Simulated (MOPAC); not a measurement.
MOPAC input (PM7):

```
PM7 FORCE THERMO(298,298) PRECISE LET GEO-OK AUX(PRECISION=9) THREADS=1
C4H10OSi

C     2.29004914 1   -0.39317205 1    0.24613862 1
Si    1.13068783 1    0.41056338 1   -0.94804458 1
C    -0.41156934 1    1.01065485 1   -0.07013841 1
C    -1.14592379 1   -0.14618665 1    0.53996144 1
C    -2.38347643 1   -0.63708461 1   -0.16441044 1
O    -0.79877525 1   -0.65047176 1    1.58264577 1
H     3.14201854 1   -0.89718228 1   -0.24336885 1
H     2.71222782 1    0.33275577 1    0.96691208 1
H     1.76061962 1   -1.16001969 1    0.85245384 1
H     1.77742040 1    1.55074697 1   -1.58250343 1
H     0.75647971 1   -0.53659307 1   -1.98918394 1
H    -1.06246291 1    1.59594285 1   -0.75894823 1
H    -0.10337807 1    1.72391988 1    0.73912584 1
H    -3.18140870 1    0.11572570 1   -0.12204808 1
H    -2.77145241 1   -1.54917373 1    0.31535788 1
H    -2.20504102 1   -0.87350225 1   -1.21938740 1
```

From the output:

```
     H   16   0.004313   0.461662   0.452162   4.206600

          HEAT OF FORMATION =     -68.306570 KCALS/MOLE

          ZERO POINT ENERGY      75.173 KCAL/MOL

           NORMAL COORDINATE ANALYSIS (Total motion = 1 Angstrom)

   Root No.       1         2         3         4         5         6         7         8

                 1 A       2 A       3 A       4 A       5 A       6 A       7 A       8 A

                  39.4      49.2      78.5     121.7     163.7     241.1     372.0     491.4

           1   -0.0048   -0.0093    0.0029   -0.0053   -0.0148   -0.0271    0.0053   -0.0014
           2    0.0055    0.0021   -0.0517   -0.0189   -0.0459   -0.0521   -0.0030    0.0024
           3    0.0154    0.0684    0.0321    0.0082    0.0037   -0.0036   -0.0014    0.0055
           4   -0.0048   -0.0093    0.0029   -0.0060   -0.0142   -0.0259    0.0031    0.0013
           5   -0.0032   -0.0037    0.0025   -0.0071   -0.0088    0.0501    0.0132    0.0130
           6   -0.0088   -0.0177   -0.0178    0.0026    0.0314   -0.0145   -0.0049   -0.0160
           7    0.0020   -0.0076   -0.0382    0.0007    0.0091    0.0474    0.0311   -0.0250
           8   -0.0055   -0.0042    0.0173   -0.0097   -0.0160    0.0219   -0.0073    0.0038
           9   -0.0017   -0.0080    0.0138   -0.0138   -0.0353    0.0191   -0.0405   -0.0264
          10    0.0035    0.0057   -0.0020    0.0031    0.0098    0.0285   -0.0431    0.0038
          11   -0.0023   -0.0007    0.0156    0.0068    0.0115   -0.0031    0.0088   -0.0141
          12   -0.0000   -0.0108    0.0002   -0.0051   -0.0202    0.0141   -0.0029   -0.0384
          13    0.0060    0.0358    0.0095    0.0065    0.0070   -0.0001    0.0202    0.0315
          14    0.0077    0.0458   -0.0432    0.0211    0.0384   -0.0079   -0.0335   -0.0051
          15    0.0042    0.0249    0.0007    0.0004   -0.0185   -0.0133    0.0513   -0.0091
          16    0.0036   -0.0056    0.0181    0.0063    0.0159    0.0093   -0.0383   -0.0088
          17   -0.0017   -0.0356    0.0609    0.0152    0.0302   -0.0465    0.0163   -0.0178
          18   -0.0003   -0.0406   -0.0095    0.0008   -0.0018    0.0220   -0.0017    0.0648
          19   -0.0116   -0.0200    0.0304    0.0020    0.0136    0.0491    0.0208    0.0024
          20    0.0092    0.0084   -0.0636   -0.0589   -0.0444   -0.0888   -0.0098   -0.0003
          21    0.0106    0.0578    0.0291    0.2480   -0.0902    0.0088   -0.0050    0.0153
          22    0.0092    0.0350    0.0168    0.0017   -0.0439   -0.0522    0.0013    0.0272
          23   -0.0022   -0.0252   -0.0804    0.2002   -0.1381   -0.0756   -0.0143   -0.0057
          24    0.0246    0.0989    0.0501   -0.0788    0.0287   -0.0054    0.0016    0.0224
          25   -0.0116   -0.0421   -0.0399   -0.0192   -0.0153   -0.0798   -0.0075   -0.0326
          26    0.0156    0.0275   -0.0533   -0.2098    0.0113   -0.0913   -0.0061    0.0038
          27    0.0267    0.1045    0.0524   -0.1377    0.0504   -0.0080    0.0029    0.0239
          28    0.0073    0.0425    0.0509   -0.0059   -0.0267   -0.0099    0.0062   -0.0442
          29   -0.0156   -0.0298   -0.0164    0.0138    0.0481    0.0096    0.0374    0.1262
          30   -0.0211   -0.0546   -0.0489    0.0151    0.0703   -0.0440    0.0083    0.0717
          31   -0.0227   -0.0634   -0.0086   -0.0057    0.0065   -0.0291   -0.0028    0.0540
          32    0.0047    0.0203    0.0459   -0.0279   -0.0620    0.0900   -0.0171   -0.0937
          33   -0.0211   -0.0547   -0.0487    0.0153    0.0718   -0.0415    0.0101    0.0732
          34    0.0020   -0.0089   -0.0422    0.0021    0.0134    0.0502    0.0471   -0.0379
          35   -0.0076   -0.0052    0.0394   -0.0203   -0.0473   -0.0249   -0.0556    0.0597
          36   -0.0019    0.0039    0.0546   -0.0211   -0.0619   -0.0090   -0.1514    0.0615
          37    0.0030   -0.0165   -0.0820    0.0120    0.0459    0.0936    0.1513   -0.1267
          38   -0.0077   -0.0066    0.0047   -0.0079    0.0027    0.0444    0.0043   -0.0043
          39   -0.0001   -0.0107    0.0015   -0.0092   -0.0285    0.0238    0.0031   -0.0586
          40   -0.1448    0.0472    0.0250   -0.0002   -0.0032    0.0100    0.0186    0.0214
          41    0.2232    0.0037   -0.0548    0.0250    0.0463   -0.0067   -0.0523   -0.0123
          42   -0.0699    0.0839   -0.0132    0.0092   -0.0094   -0.0421    0.1001    0.0413
          43   -0.0452    0.0670    0.0262    0.0078    0.0011   -0.0267    0.1053    0.0814
          44   -0.2216    0.1111   -0.0553    0.0246    0.0446   -0.0154   -0.0422    0.0053
          45   -0.0829    0.0412   -0.0140    0.0016   -0.0124   -0.0036    0.0072   -0.0263
          46    0.2108    0.0161   -0.0118    0.0146    0.0193   -0.0095    0.0201    0.0528
          47    0.0552    0.0509   -0.0624    0.0265    0.0482   -0.0105   -0.0541   -0.0016
          48    0.1742   -0.0220    0.0278   -0.0034   -0.0291   -0.0207    0.1085    0.0075

   Root No.       9        10        11        12        13        14        15        16

                 9 A      10 A      11 A      12 A      13 A      14 A      15 A      16 A

                 525.7     563.3     666.7     704.4     739.9     755.9     846.3     852.2

           1   -0.0044   -0.0066   -0.0093    0.0963   -0.0024    0.0634    0.0027    0.0114
           2   -0.0024   -0.0040   -0.0033    0.0017   -0.0148   -0.0043   -0.0027    0.0057
           3    0.0077   -0.0033   -0.0018   -0.0002   -0.0011    0.0007    0.0011    0.0107
           4   -0.0021   -0.0034   -0.0002   -0.0387   -0.0130   -0.0352   -0.0199   -0.0174
           5   -0.0122   -0.0228   -0.0161    0.0196   -0.0139   -0.0211    0.0126   -0.0110
           6   -0.0221    0.0173    0.0027    0.0032   -0.0057   -0.0053    0.0027    0.0021
           7    0.0114   -0.0036    0.0064   -0.0497   -0.0053    0.0342    0.0274    0.0429
           8    0.0089    0.0245    0.0253   -0.0460    0.0302    0.0595   -0.0044   -0.0070
           9    0.0080   -0.0181    0.0089   -0.0096    0.0133    0.0198   -0.0137   -0.0286
          10    0.0174    0.0179   -0.0057    0.0121    0.0000   -0.0091   -0.0003    0.0012
          11    0.0546    0.0724    0.0020    0.0184   -0.0141   -0.0147    0.0007   -0.0005
          12    0.0366   -0.0062   -0.0168    0.0081   -0.0022   -0.0116    0.0000    0.0023
          13   -0.0077    0.0282    0.0105    0.0062   -0.0000   -0.0011   -0.0077   -0.0146
          14   -0.0019    0.0008    0.0022    0.0043   -0.0031   -0.0035   -0.0002   -0.0012
          15    0.0037   -0.0179   -0.0118   -0.0046   -0.0013   -0.0044    0.0070    0.0152
          16   -0.0049   -0.0252   -0.0081    0.0008    0.0057   -0.0029   -0.0006    0.0020
          17   -0.0128   -0.0231    0.0027   -0.0113    0.0005    0.0084    0.0025    0.0029
          18   -0.0221    0.0232    0.0071    0.0038    0.0041    0.0015   -0.0038   -0.0061
          19   -0.0232   -0.0311   -0.0463    0.0774   -0.1302    0.0651   -0.0261    0.0410
          20    0.0038    0.0111    0.0094    0.0018    0.0473   -0.0121    0.0094   -0.0091
          21    0.0258   -0.0247    0.0361    0.0057   -0.0028   -0.0064    0.0006   -0.0100
          22    0.0508   -0.0489    0.0802    0.1061    0.0377    0.0408   -0.0010   -0.0588
          23   -0.0044    0.0151    0.0079    0.0072    0.0372   -0.0089    0.0049   -0.0064
          24    0.0353   -0.0325    0.0383    0.0132   -0.0009   -0.0013   -0.0010   -0.0166
          25   -0.0415    0.0617   -0.0594    0.0762    0.0717    0.0574    0.0106    0.0289
          26    0.0068    0.0070    0.0056    0.0106    0.0355   -0.0042    0.0041   -0.0060
          27    0.0355   -0.0325    0.0356    0.0045   -0.0054   -0.0058   -0.0018   -0.0126
          28   -0.0976    0.1048   -0.1898   -0.0264    0.1980   -0.0875    0.1743   -0.0025
          29    0.1268   -0.0724   -0.1489   -0.0050    0.1639   -0.0328   -0.1989    0.1119
          30    0.1031   -0.0610    0.0051   -0.0136    0.0084    0.0105   -0.1944    0.0641
          31    0.0906   -0.0972    0.2072    0.0847    0.1048   -0.1660    0.2088    0.0870
          32   -0.1485    0.0463    0.1411    0.0991    0.0485   -0.1388   -0.1507    0.1943
          33    0.1038   -0.0658   -0.0032    0.0043    0.0076    0.0107    0.1890   -0.0750
          34    0.0107   -0.0086    0.0086   -0.0369    0.0021    0.0229    0.0140    0.0204
          35   -0.0052    0.0171   -0.0011   -0.1679   -0.0535    0.0960    0.0945    0.1421
          36    0.0095   -0.0024   -0.0273   -0.0392   -0.0346    0.0261    0.0458    0.0693
          37    0.0136   -0.0197    0.0504    0.0222    0.0767    0.0182   -0.0684   -0.1164
          38   -0.0414    0.0069    0.0721   -0.0103    0.0820    0.0657   -0.0617   -0.1088
          39    0.0369   -0.0170   -0.0083    0.0030    0.0084   -0.0003   -0.0142   -0.0283
          40    0.0338    0.0773    0.0055    0.0299   -0.0179   -0.0269   -0.0035   -0.0081
          41   -0.0168   -0.0345   -0.0020   -0.0045    0.0081    0.0046   -0.0050   -0.0074
          42   -0.0813   -0.0757    0.0125   -0.0567    0.0260    0.0567    0.0095    0.0152
          43   -0.0385    0.0578    0.0369   -0.0149   -0.0014    0.0271    0.0014   -0.0070
          44   -0.0433   -0.0505    0.0055   -0.0206    0.0151    0.0232   -0.0020   -0.0048
          45   -0.0023   -0.0549   -0.0213   -0.0071    0.0082   -0.0034    0.0017    0.0096
          46   -0.0617   -0.0302    0.0172   -0.0254    0.0226    0.0339   -0.0093   -0.0192
          47   -0.0409   -0.0590    0.0016   -0.0188    0.0175    0.0202   -0.0060   -0.0104
          48    0.0339    0.0594    0.0001    0.0107   -0.0223   -0.0151    0.0169    0.0282

   Root No.      17        18        19        20        21        22        23        24

                17 A      18 A      19 A      20 A      21 A      22 A      23 A      24 A

                 874.8     879.9     947.3    1017.9    1045.5    1096.7    1214.2    1257.8

           1   -0.0024   -0.0023    0.0021    0.0017   -0.0012   -0.0004   -0.0016    0.0030
           2    0.0418   -0.0197   -0.0074   -0.0007    0.0010   -0.0000   -0.0008    0.0059
           3    0.0164    0.0508    0.0005   -0.0006   -0.0021    0.0003    0.0003    0.0031
           4   -0.0028    0.0061   -0.0032   -0.0030    0.0019    0.0010   -0.0028    0.0003
           5   -0.0176    0.0091    0.0077   -0.0004    0.0005   -0.0002    0.0000    0.0002
           6   -0.0076   -0.0164   -0.0004    0.0019    0.0041   -0.0004   -0.0028   -0.0002
           7   -0.0120   -0.0076    0.0275   -0.0161   -0.0092    0.0385   -0.0185   -0.0048
           8    0.0104    0.0013   -0.0480    0.0160    0.0138   -0.0197   -0.0652    0.0050
           9    0.0179    0.0007    0.0721   -0.0142   -0.0194    0.0036    0.0100   -0.0390
          10   -0.0033    0.0009   -0.0330   -0.0118    0.0246   -0.0096    0.0124   -0.0205
          11   -0.0003   -0.0008    0.0054   -0.0097    0.0480    0.0161    0.0357   -0.0233
          12   -0.0013    0.0002   -0.0008    0.0185    0.0177   -0.0017   -0.0031    0.0895
          13    0.0089   -0.0002    0.0354    0.0521   -0.0241    0.0275   -0.0087    0.0386
          14    0.0005   -0.0025    0.0109   -0.0179   -0.0488   -0.0216   -0.0166    0.0049
          15   -0.0122   -0.0001   -0.0709    0.0041   -0.0169    0.0066    0.0020   -0.0357
          16   -0.0034    0.0007   -0.0364   -0.0117    0.0048   -0.0379    0.0018    0.0013
          17    0.0002   -0.0002    0.0168    0.0022   -0.0115    0.0148   -0.0058   -0.0001
          18    0.0028    0.0010   -0.0069    0.0053   -0.0015   -0.0054   -0.0004   -0.0034
          19    0.2408   -0.0697   -0.0442   -0.0047    0.0041   -0.0028    0.0208   -0.0313
          20   -0.0738    0.0306    0.0151    0.0016   -0.0018    0.0011   -0.0087    0.0196
          21   -0.0191   -0.0528   -0.0010    0.0006    0.0014   -0.0004   -0.0002   -0.0182
          22   -0.1799   -0.2197    0.0142    0.0043    0.0114   -0.0009    0.0091    0.0003
          23   -0.0444    0.0220    0.0059    0.0003   -0.0004   -0.0021    0.0097   -0.0367
          24   -0.0368   -0.0766    0.0014    0.0009    0.0042    0.0006   -0.0001    0.0175
          25   -0.0747    0.2879    0.0280   -0.0016   -0.0128    0.0022    0.0166   -0.0108
          26   -0.0424    0.0306    0.0059   -0.0002   -0.0018   -0.0018    0.0116   -0.0500
```
